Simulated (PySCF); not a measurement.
## IO3I: fields on a plane

Level of theory: PBE0/[I def2-SVP with ECP28, O def2-SVP], scalar-relativistic core potentials, density fitting, no spin–orbit coupling, PySCF.

The singlet minimum has I–I 2.749 Å, I–O 1.793 Å (×3); I–I–O 104.3° (×3), O–I–O 114.1° (×3).

The plane holds I1 at (0.00, 0.00), O2 at (1.79, 0.00), O3 at (-0.73, 1.64) Å. Columns run from x = -2.85 to 4.05 Å, rows from y = 4.05 (top) to -1.95 Å, in steps of 0.3 Å. Other isomers or separated fragments may lie lower. Core electrons replaced by a potential are absent, the electrostatic potential uses the reduced nuclear charge, and values within about 0.7 Å of such atoms have no physical meaning.

**Question.** Give the electron density (e/Å³) (cut at 5 e/Å³). Lower edges of the bins (e/Å³): '0' 0.000, '1' 0.030, '2' 0.076, '3' 0.151, '4' 0.268, '5' 0.455, '6' 0.750, '7' 1.218, '8' 1.960, '9' 3.136; top 5.00.

**Answer.** 
```
000000000000000000000000
000000000000000000000000
000000000000000000000000
000000000000000000000000
000001111100000000000000
000012344310000000000000
000124677531000000000000
000146999742100000000000
000247999853100000000000
000247999753211111000000
000135787654333332100000
000123567776545665310000
000013469999667997420000
000013579999778998521000
000013579999778998521000
000013469999667997420000
000012456776545665310000
000012345554333332100000
000011233332211111000000
000001122211100000000000
000000111100000000000000
```

**Question.** Give the electron localisation function (set to 0 where the density is under 0.005 e/Å³). Every second row and column.

**Answer.** 
```
0.00 0.00 0.00 0.00 0.00 0.00 0.00 0.00 0.00 0.00 0.00 0.00
0.00 0.00 0.00 0.00 0.00 0.00 0.00 0.00 0.00 0.00 0.00 0.00
0.00 0.00 0.08 0.21 0.36 0.29 0.00 0.00 0.00 0.00 0.00 0.00
0.00 0.12 0.48 0.78 0.86 0.70 0.15 0.00 0.00 0.00 0.00 0.00
0.00 0.31 0.81 0.55 0.33 0.69 0.09 0.02 0.14 0.00 0.00 0.00
0.00 0.17 0.61 0.78 0.67 0.41 0.32 0.37 0.71 0.44 0.06 0.00
0.00 0.01 0.15 0.41 0.34 0.74 0.25 0.77 0.88 0.71 0.13 0.00
0.00 0.01 0.12 0.40 0.74 0.23 0.18 0.64 0.11 0.75 0.14 0.00
0.00 0.01 0.10 0.40 0.27 0.23 0.40 0.66 0.88 0.61 0.11 0.00
0.00 0.00 0.06 0.20 0.31 0.34 0.18 0.21 0.46 0.26 0.00 0.00
0.00 0.00 0.01 0.07 0.09 0.05 0.02 0.00 0.00 0.00 0.00 0.00
```
